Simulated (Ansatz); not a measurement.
The cluster Zn3Se3⁺, relaxed as a doublet with UKS PBE-D4/def2-SVP in Ansatz, starting from the GFN1-xTB geometry. Force threshold 0.02 eV/Å.

The gap within one spin of the charge 1 doublet nearly closes, so an electron or hole may be smeared out by delocalisation error. The relaxation made no stability test and no search for a lower SCF solution. Another isomer (doublet) lies 1.61 eV lower at PBE0-D4/def2-SVP; other spin states weren't run for this one.

Start:

```xyz
6

Zn   -0.118    0.525   -1.712
Zn   -2.187   -1.068    2.739
Zn    3.280    1.700   -0.734
Se   -1.762   -0.950   -1.181
Se    1.402    0.618    0.045
Se   -0.616   -0.825    0.842
```

**Question.** Estimate the energy that the relaxation releases and the steps that it takes.

**Answer.** 0.75 eV, in 13 steps; 99 s on 4 threads of Arm Neoverse N1 on a shared host. No frequencies were taken in this run, so the end may be a saddle point.

**Question.** Does the start keep its bonding?

**Answer.** Bonds lost: Se5–Se6 (atoms count from 1).

**Question.** Predict the relaxed structure.

**Answer.** 
```xyz
6

Zn    0.301    0.092   -0.526
Zn   -2.460   -0.675    2.471
Zn    2.882    2.135   -1.563
Se   -1.766   -0.623   -1.341
Se    2.291    0.886    0.309
Se   -1.248   -1.814    0.650
```
Bond lengths (bridged metal pairs left out): 5 × Se–Zn 2.30 to 2.72 Å; 1 × Se–Se 2.38 Å.
